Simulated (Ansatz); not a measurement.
Relaxation of BeCl₂ with RKS r2SCAN-D4/def2-TZVP.

```sh
$ ansatz run in.yaml --threads 4 --pin off --events-out ev --progress --plain --max-ram 3916MiB
```

```yaml
crystal:
  periodic: [false, false, false]
  atoms:
    - {symbol: Be, position_ang: [0.000220, 0.000130, -0.000220]}
    - {symbol: Cl, position_ang: [-0.016390, -0.020190, 1.761270]}
    - {symbol: Cl, position_ang: [0.016170, 0.020060, -1.761060]}
basis:
  gaussian: {orbitals: def2-TZVP}
hamiltonian: {xc: r2scan, dispersion: d4}
scf: {omitted_lower_state_checks: [starts]}
output: {orbitals: {seedname: orbitals}}
relax: {f_tol: 0.02, max_steps: 100}
```

Run time 13 s (4 threads of Intel Xeon on a shared host).

Positions (Å) and forces (eV/Å) at steps 1, 2, 4 of 4:

```xyz
3
step=1 energy=-25449.3661 eV
Be    0.000    0.000    0.000    0.000    0.000    0.015
Cl   -0.016   -0.020    1.761   -0.009   -0.011    0.942
Cl    0.016    0.020   -1.761    0.009    0.011   -0.957
3
step=2 energy=-25449.3936 eV
Be    0.000    0.000    0.000    0.000    0.000    0.008
Cl   -0.017   -0.020    1.780   -0.004   -0.006    0.502
Cl    0.016    0.020   -1.780    0.005    0.006   -0.511
3
step=4 energy=-25449.4055 eV
Be    0.000    0.000    0.000    0.000    0.000    0.000
Cl   -0.017   -0.021    1.804    0.000    0.000    0.000
Cl    0.017    0.021   -1.804    0.000    0.000    0.000
```
